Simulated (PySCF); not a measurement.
## Electron correlation in Ne²⁺ (neon, charge +2)

[He] 2s2 2p3 3s1, high-spin 5S determinant (an excited configuration). Computed with PySCF 2.14 in aug-cc-pVQZ (6s5p4d3f2g, 80 functions), with the non-relativistic Hamiltonian (point nucleus). Frozen: 1s2; 6 electrons correlated.

| level | correlation energy (mhartree) |
| --- | --- |
| CCSD | -139.06 |
| (T) | -1.83 |
| CCSD(T) | -140.89 |

Diagnostics: T1 = 0.0051, D1 = 0.0164, largest double amplitude 0.039.

The outer electron is Rydberg-like, and this basis confines it to a smaller radius and binds it less than a complete one would.

Cost of the coupled-cluster step: about 25 core-seconds, for 6 correlated electrons.

Iterations:

```
CC2 = 0
CCSD nocc = (np.int64(5), np.int64(1)), nmo = (79, 79)
frozen orbitals [[0], [0]]
max_cycle = 100
direct = 0
conv_tol = 1e-08
conv_tol_normt = 1e-06
diis_space = 8
diis_start_cycle = 0
Init t2, MP2 energy = -0.124703766648697
Init E_corr(UCCSD) = -0.124703766652889
cycle = 1  E_corr(UCCSD) = -0.135854729824597  dE = -0.0111509632  norm(t1,t2) = 0.0239066
cycle = 2  E_corr(UCCSD) = -0.138034249517879  dE = -0.00217951969  norm(t1,t2) = 0.00908817
cycle = 3  E_corr(UCCSD) = -0.139135321948886  dE = -0.00110107243  norm(t1,t2) = 0.00403782
cycle = 4  E_corr(UCCSD) = -0.13905090341042  dE = 8.44185385e-05  norm(t1,t2) = 0.000528682
cycle = 5  E_corr(UCCSD) = -0.13905951986804  dE = -8.61645762e-06  norm(t1,t2) = 5.32493e-05
cycle = 6  E_corr(UCCSD) = -0.13905920173496  dE = 3.1813308e-07  norm(t1,t2) = 8.73978e-06
cycle = 7  E_corr(UCCSD) = -0.139059232996845  dE = -3.12618847e-08  norm(t1,t2) = 1.60636e-06
cycle = 8  E_corr(UCCSD) = -0.139059242626537  dE = -9.62969188e-09  norm(t1,t2) = 2.27143e-07
UCCSD converged
E(UCCSD) = -125.1458717791184  E_corr = -0.1390592426265368
UCCSD(T) correction = -0.00182507864906306
```
